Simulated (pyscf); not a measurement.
Optimised with ωB97X-D3(BJ)/def2-SVP in PySCF.

### Question
Estimate by transition-state theory (the high-pressure limit) the rate constant of H₃C–Hf(Cl)(Cl)–Cl → Cl–CH₂–HfH(Cl)–Cl (singlet surface; C–H, Cl–Hf broken, C–Cl, H–Hf formed) at 900 K, with ωB97M-D3(BJ)/def2-TZVP energies (ideal gas, 1 atm, RRHO with modes under 100 cm⁻¹ raised to 100, one conformer, R ln 2 for rigid chiral ones; no tunnelling).

### Answer
The electronic barrier is 75.1 kcal/mol and the thermal terms add -1.6, so ΔG‡ = 73.5 kcal/mol. With k_BT/h = 1.88e+13 s⁻¹ and RT = 1.788 kcal/mol, k = 2.7e-05 s⁻¹, a half-life of 2.6e+04 s through this channel alone. Wigner's tunnelling factor for 588i cm⁻¹ would be 1.04. A shift of 1 kcal/mol in the barrier changes k by a factor 1.7. What is counted as broken (Cl–Hf) persists as a longer contact in the product adduct; parting that adduct is a step of its own. Cl–CH₂–HfH(Cl)–Cl is closed by a dative Cl–Hf contact. One saddle was located; it need not be the lowest between these sides. Elements past Kr carry the def2 core potentials, without spin-orbit coupling.
